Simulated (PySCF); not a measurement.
Predicted microwave data (PBE0/pcSseg-1 in PySCF (dipole) on a GFN2-xTB geometry, gas phase) for one isomer of C7H11ClOSi:

```
Rotational constants : A = 1431, B = 578.5, C = 449.5 MHz
Dipole components    : |μa| = 1.03 D, |μb| = 0.74 D, |μc| = 0.20 D
Inertial defect      : -102.66 u·Å²
κ                    : -0.74
```

**Question.** Which structure is it? (One computed conformer of each.)
A. `[CH2:1]=[CH:2][CH2:3][C:4](=[O:5])/[C:6]([Cl:7])=[CH:8]\[SiH2:9][CH3:10]` with C1–C2–C3–C4 113°, C2–C3–C4–O5 -99°, C3–C4–C6–Cl7 4°, C6–C8–Si9–C10 179°
B. `[CH3:1][SiH2:2]/[CH:3]=[C:4](\[Cl:5])[C:6](=[O:7])[CH:8]1[CH2:9][CH2:10]1` with C1–Si2–C3–C4 71°, C3–C4–C6–O7 -9°, C4–C6–C8–C9 144°
C. `[Cl:1][SiH2:2][C:3]1=[C:4]([O:5][CH2:6][CH:7]2[CH2:8][CH2:9]2)[CH2:10]1` with Cl1–Si2–C3–C4 133°, C3–C4–O5–C6 6°, C4–O5–C6–C7 90°, O5–C6–C7–C8 -156°

**Answer.** A. It is C=CCC(=O)/C(Cl)=C\[SiH2]C, an asymmetric top, point group C1. The candidates at the same level (rigid rotor, commonest isotopes):

| SMILES | A (MHz) | B (MHz) | C (MHz) | μa (D) | μb (D) | μc (D) | Δ (u·Å²) | point group | rotor |
| --- | --- | --- | --- | --- | --- | --- | --- | --- | --- |
| C[SiH2]/C=C(\Cl)C(=O)C1CC1 | 2126 | 485.1 | 435.9 | 0.07 | 1.54 | 0.80 | -120.24 | C1 | near-prolate asymmetric top |
| Cl[SiH2]C1=C(OCC2CC2)C1 | 1628 | 482.1 | 407.1 | 3.18 | 1.03 | 0.09 | -117.36 | C1 | asymmetric top |
| C=CCC(=O)/C(Cl)=C\[SiH2]C | 1431 | 578.5 | 449.5 | 1.03 | 0.74 | 0.20 | -102.66 | C1 | asymmetric top |

`C[SiH2]/C=C(\Cl)C(=O)C1CC1` has A 49 % too high; `Cl[SiH2]C1=C(OCC2CC2)C1` has B 17 % too low. No structure here is proved a minimum.
